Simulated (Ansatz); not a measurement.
Pulling on the Si1–Br3 bond in BrHSi (SMILES [SiH]Br) (multiplicity 1 held, fragments rigid). Energies count from the point at 2.267 Å.
Geometry at that point (charge 0, multiplicity 1):
```xyz
3

Si    -0.8967    -0.7610     1.0622
H     -1.8925    -1.2293     0.0078
Br     0.4128     0.3395    -0.4251
```

R- and RO- levels are restricted; in cc, def2 and unpolarised 6-31G sets they are followed outwards from rest. Unrestricted levels (U-) break spin symmetry where that is lower. Curves can end on different states.

Correlated levels freeze the cores. Filled d and f shells under p-block atoms count as core.

Programs: Ansatz (a first-principles code) with Gaussian orbitals. Values without a source in brackets are computed.

Task: One of these levels gives 448.2 kJ/mol for the energy at R = 7.253 Å. Which one is it?
(A) U-CCSD(T)/def2-SVP
(B) R-MP2/def2-SVP
(C) U-HF/def2-SVP
(D) R-SCS-MP2/def2-SVP

Result: B, R-MP2/def2-SVP. The others give 259.1 (U-HF/def2-SVP), 414.1 (R-SCS-MP2/def2-SVP), 343.1 (U-CCSD(T)/def2-SVP)

Doubts at one or more of the structures used: a spin-contaminated determinant (U-HF/def2-SVP, U-CCSD(T)/def2-SVP); a restricted determinant that unrestricted orbitals would lower (R-MP2/def2-SVP, R-SCS-MP2/def2-SVP); T1 above 0.05 (U-CCSD(T)/def2-SVP).
